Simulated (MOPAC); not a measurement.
MOPAC input (MNDO):

```
MNDO 1SCF CHARGE=-1 GEO-OK AUX(PRECISION=9) THREADS=1
CH3Be

Be   -0.90991514 1   -0.52635867 1   -0.69382244 1
C     0.30786388 1    0.17809004 1    0.23475032 1
H     0.86726306 1   -0.57499595 1    0.80022571 1
H    -0.10131557 1    0.89286335 1    0.95689965 1
H     1.02652982 1    0.71902706 1   -0.39033749 1
```

From the last part of the output:

```
                                                       MOPAC v23.2.5 Linux

          FINAL HEAT OF FORMATION =         52.66913 KCAL/MOL =     220.36763 KJ/MOL

          COSMO AREA              =         80.42 SQUARE ANGSTROMS
          COSMO VOLUME            =         64.15 CUBIC ANGSTROMS

          IONIZATION POTENTIAL    =         -0.700614 EV
          HOMO LUMO ENERGIES (EV) =          0.701  8.739
          NO. OF FILLED LEVELS    =          5
          MOLECULAR WEIGHT        =         24.0469         POINT GROUP:  C3v

          MOLECULAR DIMENSIONS (Angstroms)

            Atom       Atom       Distance
            H     4   Be     1     2.32226
            H     3    H     5     1.76559
           Be     1    H     5     1.37386

          SCF CALCULATIONS        =          1

   ATOM   CHEMICAL          X               Y               Z
  NUMBER   SYMBOL      (ANGSTROMS)     (ANGSTROMS)     (ANGSTROMS)

     1      Be         -0.90991514  *  -0.52635867  *  -0.69382244  *
     2       C          0.30786388  *   0.17809004  *   0.23475032  *
     3       H          0.86726306  *  -0.57499595  *   0.80022571  *
     4       H         -0.10131557  *   0.89286335  *   0.95689965  *
     5       H          1.02652982  *   0.71902706  *  -0.39033749  *

                             CARTESIAN COORDINATES

   1   Be       -0.909915140    -0.526358670    -0.693822440
   2    C        0.307863880     0.178090040     0.234750320
   3    H        0.867263060    -0.574995950     0.800225710
   4    H       -0.101315570     0.892863350     0.956899650
   5    H        1.026529820     0.719027060    -0.390337490

           Empirical Formula: C H3 Be  =     5 atoms

      MOLECULAR POINT GROUP   :   C3v

                  EIGENVALUES
 -25.11071  -8.22763  -8.22763  -5.11773   0.70061   8.73903   8.73903  10.47222
  10.47222  10.71546  13.18578

              NET ATOMIC CHARGES AND DIPOLE CONTRIBUTIONS

  ATOM NO.   TYPE          CHARGE      No. of ELECS.   s-Pop       p-Pop
    1         Be          -0.582908        2.5829     1.79854     0.78437
    2          C          -0.222397        4.2224     1.23778     2.98461
    3          H          -0.064898        1.0649     1.06490
    4          H          -0.064898        1.0649     1.06490
    5          H          -0.064898        1.0649     1.06490
 DIPOLE           X         Y         Z       TOTAL
 POINT-CHG.     1.121     0.649     0.855     1.552
 HYBRID         3.241     1.875     2.471     4.486
 SUM            4.363     2.524     3.327     6.039

          ATOMIC ORBITAL ELECTRON POPULATIONS

     Atom    s        px        py        pz
    1 Be   1.79854   0.39080   0.15261   0.24096
    2  C   1.23778   1.09136   0.91367   0.97958
    3  H   1.06490
    4  H   1.06490
    5  H   1.06490

 **********************
 *                    *
 * JOB ENDED NORMALLY *
 *                    *
 **********************

 == MOPAC DONE ==
```

The dipole moment of an ion depends on the origin.
